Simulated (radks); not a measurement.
Initial-state core-level shifts of the silver ion Ag+ when its valence configuration changes from [Kr] 4d10. Calculated with a radial shooting solver on a logarithmic mesh with Libxc functionals: scalar-relativistic Kohn-Sham, PBE, spin-unpolarised, spherical densities, finite nucleus; Fermi nuclear charge, rms radius 4.5454 fm. Shifts are changes of the shell-averaged eigenvalues in eV (positive: less bound); the change of the density at the nucleus, which sets a Mossbauer isomer shift, is in e/bohr^3, on a base of 1.494e+05.

valence	1s	3s	3p	4p	density at nucleus
4d9.5 5p0.5	-3.096	-3.166	-3.166	-2.943	+1.26
4d8 5p2	-12.844	-13.144	-13.144	-11.870	+6.88
4d9 5s1	-4.721	-4.887	-4.887	-4.345	+27.53
4d8 5s1 5p1	-11.415	-11.728	-11.729	-10.448	+35.55
4d8.5 5s1 5p0.5	-8.036	-8.275	-8.275	-7.396	+31.40
4d9 5p1	-6.271	-6.416	-6.416	-5.906	+2.84
4d9 5s0.5 5p0.5	-5.508	-5.663	-5.663	-5.137	+15.46
4d8 5s2	-9.909	-10.239	-10.240	-8.950	+62.21
4d9.5 5s0.5	-2.298	-2.380	-2.381	-2.134	+12.89
